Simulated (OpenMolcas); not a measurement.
Ag5+ (d6) among equal point charges was computed by CASSCF with the d shell active (OpenMolcas, ANO-RCC-VDZP on the metal). Its lowest spin-free states, and all those of the highest spin:

```
2S+1  Degeneracy  E (cm-1)
   5           2       0.0
   5           2     480.9
   5           1      1791
   3           1     22211
   3           2     22654
   3           2     22741
   3           2     23266
   3           1     23440
   3           1     23442
   3           2     23878
   3           1     25618
   3           2     25826
```

Problem. Is the site octahedral, tetrahedral or cube-like, axial, or of lower symmetry?

Solution. The states with 2S+1 = 5 have orbital degeneracies 2, 2, 1. There are pairs but no triples, so the site is axial: not cubic, but with a proper or improper axis of order three or more. The run had Ag5+ among 5 point charges of -2 e arranged as a trigonal bipyramid (D3h), 2.32 Å from the ion, with the axial distance 2.506 Å.

Spin-orbit coupling mixes the spin-free states strongly: the lowest level takes only 57 % from its leading state, 5E. An orbital doublet at a regular site is open to a Jahn-Teller distortion, which this geometry leaves out. Without dynamic correlation the repulsion within the d shell is too large (B by tens of per cent), so at a given field states of lower spin stand too high. Point charges give a weaker field than real ligands, and real ions of this kind are as a rule low spin; the high spin found here belongs to the model. The ground term spreads over less than 5000 cm-1, several times less than with real ligands, so orbital moments are less quenched and χT lies further from the spin-only value than at real sites. This is an electrostatic model: the charges have no orbitals. No measured value stands beside these numbers.
